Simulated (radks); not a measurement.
Task: The mean radii <r> (bohr) of the occupied orbitals of an atom or ion are listed with their occupations. Method: Dirac Kohn-Sham, PBE, spin-unpolarised, spherical densities, point nucleus; computed with a radial shooting solver on a logarithmic mesh with Libxc functionals.

orbital     occ.      <r>
1s1/2          2  0.01962
2s1/2          2  0.08053
2p1/2    1.33333  0.06659
2p3/2    2.66667  0.07361

Name the element and its charge. Open shells, if any, are shared by 2j + 1.

Result: Z = 70, ytterbium, charge +62: Yb62+ in [He] 2s2 2p4. The 1s radius gives Z: for a bare nucleus <r> = (2 gamma + 1)/(2Z) with gamma = sqrt(1 - (Z/c)^2), 0.01942 bohr for Z = 70, and screening makes it slightly larger (0.01962 here). The occupations add up to 8, and the charge is Z minus that.
